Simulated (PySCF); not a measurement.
Be(Et) (C₂H₅Be), SMILES [Be+][CH2]C, charge +1. Geometry optimised at B3LYP-D3(BJ)/def2-TZVP. The multiplicity is an assumed one; other spin states were not compared. The isomer is the one that the SMILES or the coordinates give; other isomers of the formula were not compared.

All values below come from B3LYP-D3(BJ)/def2-TZVP (PySCF).

Harmonic wavenumbers (cm⁻¹): 222, 284, 612, 757, 932, 941, 975, 1153, 1232, 1402, 1416, 1477, 1495, 3004, 3037, 3049, 3107, 3138. Rotational constants (GHz): 38.26, 10.26, 8.997; symmetry number 1.

**Question.** Work out the zero-point energy and the ideal-gas rigid-rotor harmonic-oscillator thermochemistry at 298.15 K and 1 atm.

**Answer.** ZPE = ½ Σ hcν = ½ × 28234 cm⁻¹ = 40.36 kcal/mol. H − E(el) = 43.62 kcal/mol. Entropy in cal/(mol K): translation 36.84, rotation 22.04, vibration 4.62, total 63.49. G − E(el) = 24.69 kcal/mol. Cp = 15.29 cal/(mol K).
